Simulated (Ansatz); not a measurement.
`[F][Hf]([F])([Cl])[Cl]` + `CC(C)N` → `CC(C)[NH][Hf]([F])([Cl])[Cl]` + H–F at 500 K and 1 bar (ligand exchange at the Hf–F bond).

Computed with Ansatz on PBE0-D4/def2-TZVP structures; ΔE is electronic, products minus reactants. CCSD(T)/CBS is the MP2 limit (def2-TZVPP, def2-QZVPP) plus CCSD(T) − MP2 in def2-TZVPP, frozen cores. This one scheme is used for every species. Elements past krypton have def2 core potentials. For Hf outer-core shells are correlated without core-valence functions, which leaves a few kJ/mol of doubt a bond. One conformer a species, not always the lowest.

| species | CCSD(T)/CBS energy (Eh) | H − E (kJ/mol) | S (J/(mol·K)) |
| --- | --- | --- | --- |
| `[F][Hf]([F])([Cl])[Cl]` | -1167.36631 | 57.6 | 417.5 |
| `CC(C)N` | -174.28253 | 357.8 | 357.5 |
| `CC(C)[NH][Hf]([F])([Cl])[Cl]` | -1241.21955 | 374.6 | 579.8 |
| H–F | -100.39570 | 39.4 | 188.7 |

H − E and S are ideal-gas, rigid-rotor, harmonic terms from PBE0-D4/def2-TZVP, for one conformer and one mirror image of each species. 1 Eh = 2625.50 kJ/mol, R = 8.31446 J/(mol·K).

**Question.** By hand: ΔE, ΔH, ΔS and ΔG.

**Answer.** ΔE = (-1241.21955) + (-100.39570) − (-1167.36631) − (-174.28253) = 0.03359 Eh = 88.2 kJ/mol. Δ(H − E) = 374.6 + 39.4 − 57.6 − 357.8 = -1.4, so ΔH = 86.8 kJ/mol. ΔS = 579.8 + 188.7 − 417.5 − 357.5 = -6.5 J/(mol·K). ΔG = 86.8 − 500 × (-6.5)/1000 = 90.0 kJ/mol.

**Question.** By hand: the equilibrium constant, and the temperature at which ΔG would vanish if ΔH and ΔS stayed fixed.

**Answer.** log₁₀ K = −ΔG/(RT ln 10) = -9.4. ΔH and −TΔS have one sign here, so there is no such temperature.

The number of gas molecules stays the same, so ΔS is small and ΔH decides. A doubt of 5 kJ/mol in ΔE shifts log₁₀ K by 0.5 here. Other conformers and mirror images would add mixing entropy, several J/(mol·K) or more a flexible species. Modes under 60 cm⁻¹, often nearly free rotors, make the harmonic entropy too high. These are equilibria of isolated gas molecules and say nothing of rates. Largest T1 diagnostic: 0.015 (customary marks: 0.02 for closed shells, 0.045 for open ones).

ΔS is within the doubt of such terms, so its sign, and with it that verdict, could turn.
